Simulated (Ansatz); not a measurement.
Consider the atomization: `O[SiH](F)[SeH]` → F• + 3 H• + O• + Se• + Si•.

Gas-phase electronic energies from Ansatz, PBE0-D4/def2-TZVP geometries. CCSD(T)/CBS is the MP2 limit (def2-TZVPP, def2-QZVPP) plus CCSD(T) − MP2 in def2-TZVPP, frozen cores. This one scheme is used for every species, atoms too. DFT in def2-TZVPP. No spin–orbit coupling; open shells (•) take unrestricted orbitals. Spin–orbit coupling would lower the free atoms: a little for F, O, Si; clearly for Se. For Se outer-core shells are correlated without core-valence functions, so the limit isn't a true one: a few kJ/mol of doubt a bond, and 10 to 20 or more in all where bonds break to atoms. Scalar relativity is left out up to krypton. Each species was taken in one conformer, which may not be the lowest.

```json
{"level": "r2SCAN-D4", "ΔE (kcal/mol)": "593.0", "difference from CCSD(T)/CBS": "-4.4"}
{"level": "PBE", "ΔE (kcal/mol)": "592.3", "difference from CCSD(T)/CBS": "-5.1"}
{"level": "r2SCAN0", "ΔE (kcal/mol)": "578.5", "difference from CCSD(T)/CBS": "-18.9"}
{"level": "LC-ωPBE", "ΔE (kcal/mol)": "583.0", "difference from CCSD(T)/CBS": "-14.4"}
{"level": "SCS-MP2/def2-TZVPP", "ΔE (kcal/mol)": "585.5", "difference from CCSD(T)/CBS": "-11.9"}
{"level": "CCSD/def2-TZVPP", "ΔE (kcal/mol)": "566.9", "difference from CCSD(T)/CBS": "-30.5"}
{"level": "CCSD(T)/def2-TZVPP", "ΔE (kcal/mol)": "576.5", "difference from CCSD(T)/CBS": "-20.9"}
{"level": "MP2/def2-QZVPP", "ΔE (kcal/mol)": "604.7", "difference from CCSD(T)/CBS": "7.3"}
{"level": "SCS-MP2/def2-QZVPP", "ΔE (kcal/mol)": "599.1", "difference from CCSD(T)/CBS": "1.7"}
{"level": "MP2/CBS(def2)", "ΔE (kcal/mol)": "613.0", "difference from CCSD(T)/CBS": "15.6"}
{"level": "CCSD(T)/CBS", "ΔE (kcal/mol)": "597.4", "difference from CCSD(T)/CBS": "0"}
```

Largest T1 diagnostic among the species: 0.012.

From r2SCAN to r2SCAN0 (25 % exact exchange), in def2-TZVPP and without D4, ΔE moves by −13.7 kcal/mol: exact exchange takes away binding that semilocal exchange gives to molecules. The D4 term adds +6.0 kcal/mol with B3LYP and +3.1 kcal/mol with PBE0; it sums over pairs of atoms, weighted by their polarisabilities, and B3LYP, whose exchange is more repulsive, gets the larger term. Leaving LDA and LC-ωPBE aside and taking each functional with its dispersion term where it has one, the values, not all of them listed here, spread over 28.8 kcal/mol, from BHLYP-D4 to PBE-D4. LDA lies +87.7 kcal/mol from PBE without D4, its usual overbinding.

B3LYP here is the variant with VWN-RPA as its local correlation; programs differ in this.

For atomizations the MP2-based limit and the directly extrapolated one differ by several kJ/mol either way, and by 10 to 25 for some Ge, Se and Sn compounds, so smaller differences from it don't rank the levels.
